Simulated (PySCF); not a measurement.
## Working out the ionisation energy of N(2+)

N(2+) [He] 2s2 2p1 (2P) → N(3+) [He] 2s2 (1S). Computed with PySCF 2.14 in x2c-TZVPPall with one added diffuse shell each of s, p, d type (6s4p3d1f, 40 functions), with the spin-free X2C one-electron Hamiltonian (Gaussian nucleus). Frozen: nothing. Energies in hartree (1 hartree = 27.21139 eV):

```json
{"part": "UHF", "N(2+) (lower)": "-52.848345", "N(3+) (upper)": "-51.110376"}
{"part": "CCSD correlation", "N(2+) (lower)": "-0.099226", "N(3+) (upper)": "-0.101140"}
{"part": "(T)", "N(2+) (lower)": "-0.001209", "N(3+) (upper)": "-0.000288"}
```

Q: What does Hartree-Fock give?

A: (-51.110376) − (-52.848345) = 1.737969 hartree = 47.293 eV.

Q: What do CCSD and CCSD(T) give?

A: The CCSD correlation energies differ by -0.001914 hartree = -0.052 eV and the triples by 0.000921 hartree = 0.025 eV, so CCSD gives 47.241 eV and CCSD(T) 47.266 eV.

A first-order spin-orbit estimate adds 0.015 eV to CCSD(T) (valence and next inner shell), giving 47.281 eV against 47.445 eV (semi-empirical (NIST evaluation); NIST Atomic Spectra Database, ionization energies).

The coupled-cluster amplitudes are large, so a single reference is strained.

What remains against the reference includes basis incompleteness and higher excitations.
